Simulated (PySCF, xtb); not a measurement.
C2H3AlClNO, SMILES [N]([Al]([Cl])[CH3])=C=O.

GFN2-xTB run with xtb at its own geometry gives an orbital gap of 4.58 eV and a dipole moment of 3.34 D.

Coordinates come from a PBE-D3(BJ)/def2-SVP optimisation. The structure was generated by enumeration; whether it is a known compound was not checked. Other conformers were not sampled.

Task: What does HF/def2-TZVP in PySCF give? (Estimate from the structure and the level; the computed values follow.)

Result: gap 13.68 eV (levels -11.93 and 1.75 eV), dipole 2.86 D.
